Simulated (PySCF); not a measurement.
Species: C2H9P2Si (charge 0, doublet). It need not be the lowest isomer of its formula. 
Structure (B3LYP-D3(BJ)/def2-TZVP (Ansatz) minimum search):
```xyz
14

C     -0.6822     1.5751    -1.2287
Si    -0.3721     0.1188    -0.1614
C     -1.9314    -0.8923     0.0898
P      1.2103    -1.2609    -1.0550
P      0.3743     0.8540     1.8572
H     -1.5658     1.6680    -1.8514
H      0.0443     2.3705    -1.3527
H     -2.3185    -1.2494    -0.8671
H     -2.7065    -0.2911     0.5688
H     -1.7360    -1.7622     0.7191
H      0.6901    -1.2359    -2.3768
H      2.1427    -0.2204    -1.2980
H      1.0169    -0.3664     2.1957
H      1.5552     1.4313     1.3209
```
Charge 0, spin multiplicity 2.

Dispersion corrections to the total energy (kcal/mol) from the dftd3 and dftd4 libraries through PySCF: D3(BJ) without and D4 with the three-body term, each with the damping fitted for the functional named.

| functional | D3(BJ) | D4 |
|---|---|---|
| CAM-B3LYP | -8.71 | -8.44 |
| r2SCAN | -2.93 | -2.41 |
| BLYP | -21.04 | … |
| BP86 | … | -13.29 |
| PBE | -9.60 | -9.43 |
| B3LYP | … | -15.20 |
| TPSS | -12.57 | -12.69 |

**Question.** Fill in the missing entries.

**Answer.** 
- BLYP, D4: -20.00
- BP86, D3(BJ): -17.06
- B3LYP, D3(BJ): -17.44
